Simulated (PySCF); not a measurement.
B3LYP has the VWN-RPA correlation part, as in Gaussian. Delta-SCF ions had no search for a lower state. Excitations are Tamm–Dancoff values on a coarser integration grid. The basis has no diffuse functions, so Rydberg states are missing or too high.

Cartesian coordinates (Å):
SMILES: O(C)S
```xyz
7

C     -0.7772    -0.0790    -0.0057
O      0.2675    -0.7276     0.7227
S      1.8075    -0.2981     0.2729
H     -1.7063    -0.5403     0.3282
H     -0.6552    -0.2224    -1.0815
H     -0.7992     0.9919     0.2158
H      1.9119     0.8574     0.9710
```
Charge 0, spin multiplicity 1.

Question: Give the HOMO–LUMO gap, T1 excitation (TDA), vertical ionisation energy (Delta-SCF), HOMO and S1 excitation (TDA) at the level PySCF with B3LYP-D3(BJ)/def2-TZVP.

Answer: 
The HOMO–LUMO gap is 5.89 eV. The T1 excitation (TDA) comes out as 3.62 eV and the vertical ionisation energy (Delta-SCF) is 9.52 eV. The HOMO is -6.72 eV and the S1 excitation (TDA) is 4.49 eV.
